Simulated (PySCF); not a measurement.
Bonding in `C[C@@H](S)[C@H]1[SiH2]C=CC1=O`

C₆H₁₀OSSi.
Numbering: `[CH3:1][C@@H:2]([SH:3])[C@H:4]1[SiH2:5][CH:6]=[CH:7][C:8]1=[O:9]` (hydrogens: H10, H11, H12 on C1; H13 on C2; H14 on S3; H15 on C4; H16, H17 on Si5; H18 on C6; H19 on C7)

Structure used (GFN2-xTB), in Å, numbered top down from 1:
```xyz
19
C6H10OSSi angstrom
C      2.177   -1.251   -0.039
C      1.108   -0.476    0.718
S      1.701    1.218    1.105
C     -0.237   -0.420    0.002
Si    -1.721    0.294    0.987
C     -2.486    0.888   -0.629
C     -1.611    0.823   -1.634
C     -0.247    0.376   -1.286
O      0.737    0.675   -1.927
H      3.115   -1.233    0.512
H      1.868   -2.287   -0.164
H      2.339   -0.812   -1.020
H      0.962   -0.922    1.707
H      1.914    1.563   -0.160
H     -0.502   -1.445   -0.287
H     -2.492   -0.752    1.661
H     -1.344    1.379    1.884
H     -3.491    1.252   -0.772
H     -1.800    1.141   -2.649
```

Bond orders from the PBE0/pcSseg-1 density (PySCF). Geometry: GFN2-xTB, one conformer, isolated molecule.

Problem. Where do the orders between heavy atoms depart from those drawn in the SMILES?

Solution. The largest departure is 0.175, at C6–C7 (drawn double, 1.825). Drawn single, order below 0.88: C4–Si5 (0.845) and Si5–C6 (0.874).

Problem. Give the Mayer order of every bond, beside its length.

Solution. 
```json
{"bond": "C1–C2", "drawn as": "single", "length (Å)": "1.522", "Mayer order": "1.002"}
{"bond": "C2–S3", "drawn as": "single", "length (Å)": "1.835", "Mayer order": "1.035"}
{"bond": "C2–C4", "drawn as": "single", "length (Å)": "1.525", "Mayer order": "0.981"}
{"bond": "C4–Si5", "drawn as": "single", "length (Å)": "1.919", "Mayer order": "0.845"}
{"bond": "Si5–C6", "drawn as": "single", "length (Å)": "1.884", "Mayer order": "0.874"}
{"bond": "C6–C7", "drawn as": "double", "length (Å)": "1.334", "Mayer order": "1.825"}
{"bond": "C7–C8", "drawn as": "single", "length (Å)": "1.477", "Mayer order": "1.045"}
{"bond": "C8–O9", "drawn as": "double", "length (Å)": "1.212", "Mayer order": "1.937"}
{"bond": "C8–C4", "drawn as": "single", "length (Å)": "1.515", "Mayer order": "0.941"}
{"bond": "C1–H10", "drawn as": "single", "length (Å)": "1.088", "Mayer order": "0.961"}
{"bond": "C1–H11", "drawn as": "single", "length (Å)": "1.089", "Mayer order": "0.956"}
{"bond": "C1–H12", "drawn as": "single", "length (Å)": "1.087", "Mayer order": "0.956"}
{"bond": "C2–H13", "drawn as": "single", "length (Å)": "1.095", "Mayer order": "0.939"}
{"bond": "S3–H14", "drawn as": "single", "length (Å)": "1.329", "Mayer order": "0.915"}
{"bond": "C4–H15", "drawn as": "single", "length (Å)": "1.097", "Mayer order": "0.893"}
{"bond": "Si5–H16", "drawn as": "single", "length (Å)": "1.464", "Mayer order": "0.942"}
{"bond": "Si5–H17", "drawn as": "single", "length (Å)": "1.458", "Mayer order": "0.950"}
{"bond": "C6–H18", "drawn as": "single", "length (Å)": "1.079", "Mayer order": "0.945"}
{"bond": "C7–H19", "drawn as": "single", "length (Å)": "1.080", "Mayer order": "0.959"}
```

Bonds between the same two heavy elements. C–C: lowest C8–C4 (0.941, 1.515 Å), highest C6–C7 (1.825, 1.334 Å); in 2 of the 10 pairs the longer bond (by over 0.003 Å) has the higher order (by 0.02 or more). C–Si: lowest C4–Si5 (0.845, 1.919 Å), highest Si5–C6 (0.874, 1.884 Å).

Problem. Sum the orders of all bonds at each heavy atom with more than one neighbour and set the sums beside the valence in the SMILES.

Solution. C1 3.875 (drawn 4), C2 3.957 (drawn 4), S3 1.950 (drawn 2), C4 3.660 (drawn 4), Si5 3.611 (drawn 4), C6 3.644 (drawn 4), C7 3.829 (drawn 4), C8 3.923 (drawn 4). Orders between atoms that aren't bonded are not in these sums.

Mayer orders depend on the basis set.
